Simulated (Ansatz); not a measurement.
The cluster Mg4⁺, relaxed as a doublet with UKS PBE0/def2-TZVP in Ansatz, starting from the GFN1-xTB geometry. Force threshold 0.02 eV/Å.

The relaxation made no stability test and no search for a lower SCF solution. The structure comes from a short search, and lower isomers may exist.

Start:

```xyz
4

Mg   -0.424    1.936   -0.316
Mg   -1.477   -0.235    1.278
Mg    1.921    0.225   -0.412
Mg   -0.020   -1.926   -0.550
```

Estimate the energy that the relaxation releases and the steps that it takes.

4.0 kcal/mol, in 6 steps; 12 s on 4 threads of Arm Neoverse V1 on a shared host. No frequencies were taken in this run, so the end may be a saddle point.

Does the start keep its bonding and symmetry?

By distances, no bond broke or formed. The bond that changes most is Mg2–Mg4, from 2.88 to 3.02 Å (atoms count from 1). The end is the same structure that another start reached, the lowest one found. Point group C2v at the start, D2d at the end, both within 0.05 Å.

Predict the relaxed structure.


```xyz
4

Mg   -0.542    1.817   -0.594
Mg   -1.269   -0.226    1.516
Mg    1.975    0.213   -0.106
Mg   -0.164   -1.804   -0.816
```
Bond lengths (bridged metal pairs left out): 4 × Mg–Mg 3.02 to 3.03 Å.
